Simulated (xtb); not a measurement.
HN, triplet, at a GFN2-xTB geometry.

xtb was given this input:
```
$ xtb mol.xyz --gfn 1 --uhf 2 --etemp 3000 --json

# file mol.xyz
2

N     -0.00000000    -0.00000000    -0.12795737
H      0.00000000     0.00000000     0.89570158
```

What does this run give for the partial charges in atom order, dipole moment, total energy (a free energy at this electronic temperature)?


```json
{
 "partial_charges_in_atom_order": "N1 -0.22, H2 0.22",
 "dipole_moment": "2.24 D",
 "total energy (a free energy at this electronic temperature)": "-3.5376 Eh"
}
```
